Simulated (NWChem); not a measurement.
Molecule: BeSiH4S; SMILES [SiH3][Be][SH]

```xyz
7

Be    -0.0663     0.1647     0.0039
S     -0.1117     2.0792    -0.0031
H      1.2409     2.1575    -0.0052
Si    -0.0096    -2.0112     0.0027
H     -0.9702    -2.5958    -0.9891
H     -0.3514    -2.5927     1.3415
H      1.3534    -2.5237    -0.3596
```
Atoms are numbered in this order, from 1.

Results from NWChem. Structure relaxed at the PBE0/def2-SVP level. Static field.

| level | isotropic polarisability (bohr³) | anisotropy (bohr³) |
|---|---|---|
| PBE/aug-cc-pVDZ | 75.3 | 34.0 |
| B3LYP/aug-cc-pVDZ | 72.4 | 30.1 |
| LDA (Slater exchange, VWN5)/aug-cc-pVDZ | 76.7 | 34.8 |
| BHandHLYP/aug-cc-pVDZ | 69.2 | 26.0 |
